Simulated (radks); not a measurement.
Numerical settings for neutral erbium, [Xe] 4f12 6s2. Calculated with a radial shooting solver on a logarithmic mesh with Libxc functionals: scalar-relativistic Kohn-Sham, LDA (Slater exchange, Perdew-Wang correlation), spin-polarised, spherical densities, finite nucleus; open shells are filled with parallel spins first (spin-orbit coupling, left out, can overturn this in heavy ions); Fermi nuclear charge, rms radius 5.2516 fm. The defaults (mesh step 0.008 in ln r, mesh end at 40 bohr or more with all orbitals vanishing there, Anderson mixing 0.5 over 9 steps, residual threshold near 1e-9 with the energy settled to 1e-9 hartree or 1e-11 of itself, here a cap of 81 iterations) give E = -13076.8074 hartree and 4f at -2.597 eV in 18 iterations. Run on one thread of a shared host, so times are rough (Arm Neoverse V1): 0.32 s of CPU time, 0.32 s wall, 18 iterations on 2440 mesh points. Changes against that run (0 stands for a change within the tolerance of the run):

setting                     iterations         converged  E (mhartree)  e(4f) (meV)  CPU (s)
mesh step in ln r 0.2                4                no      diverged            -     0.01
mesh step in ln r 0.05              18               yes        +0.153      -0.0378     0.07
mesh step in ln r 0.003             18               yes             0            0     0.83
mesh end (bohr) 3                   16  level above zero     +3.07e+03    +1.87e+04     0.25
mesh end (bohr) 12                  17               yes        +0.252        +24.4      0.3
residual threshold 0.01             11               yes     +0.000806        -6.17     0.24
residual threshold 1e-16            81                no             0            0     0.67
mixing 0.05                         81                no          +732     -2.6e+04      1.7
linear mixing, mixing 1             81                no     +2.44e+05    -1.25e+06      4.6
linear mixing, mixing 0.05          81                no        -0.727        -43.6      1.3
mixing history 2                    36               yes             0            0     0.55
iteration cap 8                      8                no       +0.0355        -59.2     0.17

Settled on a wrong energy, with an occupied level pushed above zero by the early mesh end: mesh end (bohr) 3 (+3.07 hartree). Apart from these: no run marked as converged misses the energy by more than 1 mhartree. A mesh that ends early acts as a hard wall.
